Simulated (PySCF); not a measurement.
Cartesian coordinates in Å; atom numbers follow the order of the lines, from 1:
```xyz
16

C    -2.506   -0.209    0.668
C    -1.401   -0.841   -0.134
O    -1.589   -1.847   -0.779
C    -0.055   -0.198   -0.119
C     0.983   -0.775   -0.847
C     2.224   -0.173   -0.831
C     2.387    0.989   -0.087
N     1.412    1.557    0.614
C     0.223    0.966    0.591
H    -2.232   -0.146    1.724
H    -3.408   -0.808    0.558
H    -2.699    0.810    0.321
H     0.785   -1.681   -1.406
H     3.059   -0.589   -1.383
H     3.351    1.489   -0.054
H    -0.553    1.454    1.173
```

Geometry: PBE0-D3(BJ)/def2-TZVP; GIAO shifts from PySCF 2.14, gas phase, non-relativistic, averaged over equivalent atoms.

At PBE0/pcSseg-2 (422 basis functions):
| atoms | δ (ppm) |
| --- | --- |
| C2 | 207.0 |
| C7 | 165.3 |
| C9 | 162.7 |
| C5 | 145.4 |
| C4 | 139.9 |
| C6 | 131.9 |
| C1 | 28.7 |
| O3 | 648.0 |
| N8 | 361.2 |
| H16 | 9.62 |
| H15 | 9.13 |
| H13 | 8.84 |
| H14 | 7.61 |
| H10/H11/H12 | 2.68 |

References, each an isolated molecule treated in the same way: TMS for $^{13}$C (σ = 186.03 ppm), $^{1}$H (σ = 31.52 ppm); $^{17}$O (σ = 329.54 ppm) vs H2O; NH3 for $^{15}$N (σ = 263.78 ppm).

What do these become at B97-2/pcSseg-2?

## Answers


```
      atoms  δ at B97-2/pcSseg-2  change
         C2                203.2    -3.8
         C7                162.0    -3.3
         C9                159.6    -3.1
         C5                142.5    -2.9
         C4                137.0    -2.9
         C6                129.0    -2.9
         C1                 28.4    -0.3
         O3                628.6   -19.4
         N8                351.9    -9.3
        H16                 9.54   -0.08
        H15                 9.06   -0.07
        H13                 8.77   -0.07
        H14                 7.53   -0.08
H10/H11/H12                 2.66   -0.02
```

References, each an isolated molecule treated in the same way: TMS for $^{13}$C (185.38 ppm), $^{1}$H (31.64 ppm); $^{17}$O (327.66 ppm) vs H2O; $^{15}$N (261.75 ppm) against NH3.

The largest change is at O3 (ketone oxygen). Cost: 422 basis functions. The order of the carbon signals is the same at both levels.

Unscaled 17O shifts of doubly bonded oxygen tend to come out too high, by tens of ppm or more. Experimental scales use liquid or dissolved standards, which lie at an offset from isolated NH3 (liquid NH3: subtract about 20 ppm) and H2O (liquid H2O: subtract about 36 ppm). Unscaled 15N shifts of sp2 nitrogen come out 20 to 40 ppm too high even then.
